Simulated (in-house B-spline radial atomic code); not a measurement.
Values are calculated unless marked as measured or tabulated.
## K in an electron gas of r_s = 1.8: phase shifts, screening and friction

A nucleus sits in a uniform electron gas with a rigid positive background. The Kohn-Sham equations are solved self-consistently in the spin-unpolarised LDA (PW92), non-relativistic, on B-splines with outgoing waves at the boundary and partial waves to l = 8. The model has no lattice, no bands and no magnetic solution. Atomic units; δ_l are the phase shifts at the Fermi level, counted so that each bound state adds π, and good to about 0.0005.

The density parameter is r_s = 1.8 bohr.

| l | δ_l (rad) |
| --- | --- |
| 0 | 7.9415 |
| 1 | 5.4981 |
| 2 | 0.9662 |
| 3 | 0.0606 |
| 4 | 0.0123 |
| 5 | 0.0029 |
| 6 | 0.0006 |
| 7 | 0.0002 |
| 8 | 0.0000 |

Bound levels below the band bottom (hartree): s -127.8, s -12.19, p -9.637, s -0.7355, p -0.1797.

Q: Check the Friedel sum rule, and say where the screening charge sits.

A: k_F = (9π/4)^(1/3)/r_s = 1.06620. The rule is Z = (2/π) Σ (2l + 1) δ_l. The terms are s 5.056, p 10.501, d 3.076, f 0.270 and 0.098 beyond, in all 19.000 against Z = 19. Bound states hold 6 s, 12 p, 0 d electrons, so the scattering states carry 1.00 in all; where a term is smaller than its bound count, the bound level has drawn weight out of the band.

Q: Find the transport cross section and the electronic stopping of a 5 keV K ion (mass 39.1 u).

A: σ_tr = (4π/k_F²) Σ (l + 1) sin²(δ_l − δ_(l+1)). The terms for l = 0 to 3 are 0.4132, 1.9356, 1.8571, 0.0093, all together 4.2157, so σ_tr = 11.054 × 4.2157 = 46.602 bohr². With n = 3/(4π r_s³) = 0.04093, the friction coefficient is Q = n k_F σ_tr = 2.0339. For v well below v_F = 1.066, dE/dx = Q v; with 24801 eV per u at v = 1, v = √(5000/(24801 × 39.1)) = 0.0718, so dE/dx = 0.14605 hartree/bohr = 75.1 eV/nm. The largest term couples the p and d waves.
